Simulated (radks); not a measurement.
Values are calculated unless marked as measured or tabulated.
Ionisation of neutral praseodymium, [Xe] 4f3 6s2, to [Xe] 4f3 6s1 as the strength of local exchange is varied. Level of theory: scalar-relativistic Kohn-Sham, Slater X-alpha exchange (alpha = 2/3 is LDA exchange), no correlation, spin-polarised, spherical densities, finite nucleus; open shells are filled with parallel spins first (spin-orbit coupling, left out, can overturn this in heavy ions); Fermi nuclear charge, rms radius 4.8919 fm (a radial shooting solver on a logarithmic mesh with Libxc functionals).

alpha,E(Pr) (hartree),exchange (hartree),IE (eV),-e of the level emptied (eV),<r> of it (bohr)
0.622,-9210.8012,-189.3384,4.419,2.519 (6s),4.719
0.667,-9224.5540,-203.3515,4.578,2.680 (6s),4.666
0.722,-9241.3918,-220.5314,4.784,2.895 (6s),4.595
0.784,-9260.4101,-239.9686,5.027,3.152 (6s),4.513
0.944,-9309.6717,-290.4771,5.696,3.867 (6s),4.309

NIST Atomic Spectra Database: 5.470 eV (semi-empirical). The Delta-SCF value meets it near alpha = 0.89. Open shells are spherical and high-spin; term and fine-structure splittings are not resolved. Spin-orbit splitting is averaged out at the scalar-relativistic level.
